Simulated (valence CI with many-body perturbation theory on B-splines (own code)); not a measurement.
## Which ion has this spectrum?

A relativistic CI+MBPT calculation for an atom or ion with 15 electrons gives these levels (cm⁻¹):

```
  J  Parity       E     g
3/2     odd       0  1.95
3/2     odd   48190  0.92
5/2     odd   58053  1.20
1/2     odd   91489  0.66
3/2     odd  106475  1.26
5/2    even  338058  1.59
3/2    even  355569  1.72
1/2    even  362342  2.65
3/2    even  419193  0.83
5/2    even  424042  1.21
3/2    even  477943  1.31
1/2    even  483394  1.23
1/2    even  510963  1.42
3/2    even  514465  0.45
```

The energies are calculated, with errors of perhaps 300 cm⁻¹, more in some levels.

Question: Which is it?
A. Ga16+
B. Zn15+
C. Cu14+
D. Fe11+

Answer: C. Cu14+, ground level 3s2 3p3 4S°_3/2.
